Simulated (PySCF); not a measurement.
C4H9FSi, SMILES C[C@H]1C[C@@]1(F)[SiH3]. Geometry: B3LYP-D3(BJ)/def2-SVP. The structure was generated by enumeration; whether it is a known compound was not checked.

Method: B3LYP-D3(BJ)/def2-SVP (PySCF 2.14.0).

Harmonic wavenumbers (cm⁻¹): 116, 153, 196, 209, 267, 327, 389, 450, 541, 645, 664, 811, 850, 905, 927, 932, 953, 955, 1008, 1038, 1094, 1114, 1176, 1202, 1275, 1380, 1413, 1459, 1467, 1482, 2228, 2233, 2239, 3029, 3103, 3114, 3117, 3143, 3217. Rotational constants (GHz): 3.392, 2.391, 1.756; symmetry number 1.

**Question.** Work out the zero-point energy and the ideal-gas rigid-rotor harmonic-oscillator thermochemistry at 298.15 K and 1 atm.

**Answer.** ZPE = ½ Σ hcν = ½ × 50820 cm⁻¹ = 72.65 kcal/mol. H − E(el) = 78.11 kcal/mol. Entropy in cal/(mol K): translation 39.84, rotation 27.51, vibration 17.49, total 84.84. G − E(el) = 52.82 kcal/mol. Cp = 30.47 cal/(mol K). Modes under 150 cm⁻¹ make the vibrational entropy uncertain.
